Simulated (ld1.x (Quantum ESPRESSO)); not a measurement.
**An all-electron radial function and its pseudo partner (B (Z = 5))**

Columns: radius, all-electron u(r) and pseudo u(r) of the 2p shell (level -25.49 eV) of boron in the configuration [He] 2s1 2p0; PBE, non-relativistic, RRKJ scheme, ld1.x (Quantum ESPRESSO) 7.5.

```json
{"r (bohr)": "0.135", "all-electron": "0.0677", "pseudo": "0.0232"}
{"r (bohr)": "0.270", "all-electron": "0.2018", "pseudo": "0.0901"}
{"r (bohr)": "0.405", "all-electron": "0.3462", "pseudo": "0.1921"}
{"r (bohr)": "0.540", "all-electron": "0.4767", "pseudo": "0.3170"}
{"r (bohr)": "0.675", "all-electron": "0.5838", "pseudo": "0.4502"}
{"r (bohr)": "0.810", "all-electron": "0.6643", "pseudo": "0.5771"}
{"r (bohr)": "0.945", "all-electron": "0.7200", "pseudo": "0.6852"}
{"r (bohr)": "1.080", "all-electron": "0.7549", "pseudo": "0.7657"}
{"r (bohr)": "1.215", "all-electron": "0.7700", "pseudo": "0.8140"}
{"r (bohr)": "1.350", "all-electron": "0.7676", "pseudo": "0.8301"}
{"r (bohr)": "1.485", "all-electron": "0.7505", "pseudo": "0.8179"}
{"r (bohr)": "1.620", "all-electron": "0.7223", "pseudo": "0.7837"}
{"r (bohr)": "1.755", "all-electron": "0.6858", "pseudo": "0.7347"}
{"r (bohr)": "1.890", "all-electron": "0.6440", "pseudo": "0.6782"}
{"r (bohr)": "2.025", "all-electron": "0.5992", "pseudo": "0.6199"}
{"r (bohr)": "2.160", "all-electron": "0.5531", "pseudo": "0.5636"}
{"r (bohr)": "2.295", "all-electron": "0.5071", "pseudo": "0.5113"}
{"r (bohr)": "2.430", "all-electron": "0.4622", "pseudo": "0.4633"}
{"r (bohr)": "2.565", "all-electron": "0.4191", "pseudo": "0.4193"}
{"r (bohr)": "2.700", "all-electron": "0.3783", "pseudo": "0.3783"}
{"r (bohr)": "2.835", "all-electron": "0.3400", "pseudo": "0.3400"}
{"r (bohr)": "2.970", "all-electron": "0.3043", "pseudo": "0.3043"}
{"r (bohr)": "3.105", "all-electron": "0.2714", "pseudo": "0.2714"}
{"r (bohr)": "3.240", "all-electron": "0.2412", "pseudo": "0.2412"}
{"r (bohr)": "3.375", "all-electron": "0.2137", "pseudo": "0.2137"}
{"r (bohr)": "3.510", "all-electron": "0.1888", "pseudo": "0.1888"}
```

(1) How many radial nodes do the two functions have?

(2) At about which radius was the pseudo-wave matched?

(3) Is the pseudo-wave norm-conserving?

Results:

(1) The all-electron 2p function has n − l − 1 = 0; the pseudo-wave has 0.

(2) 2.70 bohr. The columns agree to 0.0005 from 2.56 bohr on; several derivatives are matched, so the curves merge somewhat inside the radius.

(3) Yes: the RRKJ scheme keeps the norm inside the radius equal to the all-electron one, which fixes the energy derivative of the logarithmic derivative at the level.
